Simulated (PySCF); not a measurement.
UHF on Fe⁺ (iron, charge +1)

Configuration: [Ar] 3d7, high-spin 4F determinant (an excited configuration). Calculation: PySCF 2.14, in def2-TZVPPD; no relativity, point nucleus.

```json
{
  "Total energy": "-1262.136678 hartree",
  "One-electron energy": "-1741.9527 hartree",
  "Hartree (Coulomb) energy": "534.2562 hartree",
  "Exchange energy": "-54.4401 hartree",
  "Kinetic energy": "1261.87256 hartree",
  "⟨S²⟩": "3.7580",
  "⟨L²⟩": "12.033",
  "Sum of ⟨r⟩": "17.12 bohr",
  "Sum of ⟨r²⟩": "20.18 bohr²",
  "Density at the nucleus (Gaussians lack the cusp)": "11600 bohr⁻³",
  "Spin density at the nucleus": "-0.170 bohr⁻³",
  "Langevin diamagnetic susceptibility": "-16.0 ×10⁻⁶ cm³/mol"
}
```

```json
{"shell": "1s α", "electrons": "1", "mean orbital energy (hartree)": "-261.47234", "spread (hartree)": "0", "rms radius, mean of both spins (bohr)": "0.0685"}
{"shell": "1s β", "electrons": "1", "mean orbital energy (hartree)": "-261.47105", "spread (hartree)": "0", "rms radius, mean of both spins (bohr)": "0.0685"}
{"shell": "2s α", "electrons": "1", "mean orbital energy (hartree)": "-32.04298", "spread (hartree)": "0", "rms radius, mean of both spins (bohr)": "0.292"}
{"shell": "2s β", "electrons": "1", "mean orbital energy (hartree)": "-31.95748", "spread (hartree)": "0", "rms radius, mean of both spins (bohr)": "0.292"}
{"shell": "2p α", "electrons": "3", "mean orbital energy (hartree)": "-27.52673", "spread (hartree)": "0", "rms radius, mean of both spins (bohr)": "0.262"}
{"shell": "2p β", "electrons": "3", "mean orbital energy (hartree)": "-27.44254", "spread (hartree)": "0", "rms radius, mean of both spins (bohr)": "0.262"}
{"shell": "3s α", "electrons": "1", "mean orbital energy (hartree)": "-4.37279", "spread (hartree)": "0", "rms radius, mean of both spins (bohr)": "0.887"}
{"shell": "3s β", "electrons": "1", "mean orbital energy (hartree)": "-4.11978", "spread (hartree)": "0", "rms radius, mean of both spins (bohr)": "0.887"}
{"shell": "3p α", "electrons": "3", "mean orbital energy (hartree)": "-2.99309", "spread (hartree)": "0", "rms radius, mean of both spins (bohr)": "0.951"}
{"shell": "3p β", "electrons": "3", "mean orbital energy (hartree)": "-2.68602", "spread (hartree)": "0", "rms radius, mean of both spins (bohr)": "0.951"}
{"shell": "3d α", "electrons": "5", "mean orbital energy (hartree)": "-0.74161", "spread (hartree)": "0.04788", "rms radius, mean of both spins (bohr)": "1.34"}
{"shell": "3d β", "electrons": "2", "mean orbital energy (hartree)": "-0.61551", "spread (hartree)": "0", "rms radius, mean of both spins (bohr)": "1.34"}
```

Spin-orbit constants ζ (cm⁻¹) from the X2C one-electron operator on these orbitals (non-relativistic here): bare nucleus, nucleus screened by l(l+1)(2l+1)/3 electrons, and screened by the Breit-Pauli mean field of the electrons.

```csv
shell,bare,screened nucleus,mean field
2p,67830,62620,60160
3p,7988,7374,7031
3d,699.2,430.3,383.8
```

To first order the Landé constant is A = -127.9 cm⁻¹, so the lowest level has J = 9/2 and lies 0.0714 eV below the centre of the term. This holds in LS coupling only.
